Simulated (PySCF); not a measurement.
A side-by-side comparison of computed properties.

First species: C₇H₁₃FSSi.
Atom-mapped SMILES: `[CH2:1]=[C:2]([CH3:3])[C@@:4]([CH3:5])([SiH3:6])[C:7](=[S:8])[CH2:9][F:10]` (hydrogens: H11, H12 on C1; H13, H14, H15 on C3; H16, H17, H18 on C5; H19, H20, H21 on Si6; H22, H23 on C9)

Structure used (GFN2-xTB), in Å, numbered top down from 1:
```xyz
23
C7H13FSSi angstrom
C     -1.8593   -0.8662   -0.5953
C     -1.1035   -0.1096    0.1868
C     -1.5737    0.3460    1.5304
C      0.2383    0.3881   -0.3116
C      0.0002    1.6059   -1.2098
Si     1.4766    0.9617    1.0878
C      0.9916   -0.6672   -1.0065
S      1.8116   -0.4412   -2.4025
C      1.0869   -2.0368   -0.3986
F      0.5990   -2.1152    0.8806
H     -2.8350   -1.2005   -0.2858
H     -1.5403   -1.1828   -1.5750
H     -2.6012    0.0332    1.6994
H     -0.9496   -0.0813    2.3145
H     -1.5225    1.4309    1.6068
H     -0.5692    2.3632   -0.6761
H      0.9407    2.0401   -1.5416
H     -0.5615    1.3096   -2.0949
H      0.9173    2.1825    1.6655
H      2.7359    1.2646    0.4094
H      1.6587   -0.0809    2.0882
H      0.5206   -2.7574   -1.0008
H      2.1336   -2.3595   -0.3606
```

Second species: C3H13NSSi3.
SMILES: `C(C[Si@H](S)N([SiH3])[SiH3])=C`

Levels: PBE0/pcSseg-1 for dipole moment, HOMO energy, LUMO energy and HOMO–LUMO gap; GFN2-xTB for rotational constant A and rotational constant C. Geometries: GFN2-xTB. Each species is one conformer at its optimised geometry, gas phase, non-relativistic unless stated; the electronic structure was computed with PySCF and density fitting.

Dipoles, sizes and rotational constants follow the conformer. The torsions of the flexible species, by atom-mapped SMILES:
- `[CH2:1]=[C:2]([CH3:3])[C@@:4]([CH3:5])([SiH3:6])[C:7](=[S:8])[CH2:9][F:10]`: C1–C2–C4–C5 80°, C2–C4–C7–S8 137°, C4–C7–C9–F10 -9°
- `[CH2:1]=[CH:2][CH2:3][Si@H:4]([SH:5])[N:6]([SiH3:7])[SiH3:8]`: C1–C2–C3–Si4 -101°, C2–C3–Si4–S5 43°, C3–Si4–N6–Si7 171°, H–S5–Si4–C3 -7°

Values for the first species:

* Dipole moment: 1.74 D
* HOMO energy: -6.50 eV
* LUMO energy: -2.19 eV
* HOMO–LUMO gap: 4.31 eV
* Rotational constant A: 1.153 GHz
* Rotational constant C: 0.785 GHz

Problem. Estimate the same properties for the second species, and the change in each.

Solution. 
```csv
property,first,second,second less first
dipole moment,1.74 D,2.04 D,+0.30 D
HOMO energy,-6.50 eV,-7.18 eV,-0.68 eV
LUMO energy,-2.19 eV,-0.22 eV,+1.97 eV
HOMO–LUMO gap,4.31 eV,6.96 eV,+2.65 eV
rotational constant A,1.153 GHz,1.293 GHz,+0.140 GHz
rotational constant C,0.785 GHz,0.530 GHz,-0.255 GHz
```

On the first: In atomic units the dipole is 0.68 e·bohr (1 au = 2.5417 D).

On the second: A dipole of 2.04 D is allowed in C1, and pure rotational transitions are dipole-allowed. The dipole matches unit charges of opposite sign 0.42 Å apart (1 e·Å = 4.8032 D). GFN2-xTB frequencies show an imaginary mode (33i cm⁻¹), so this geometry is no minimum at that level.
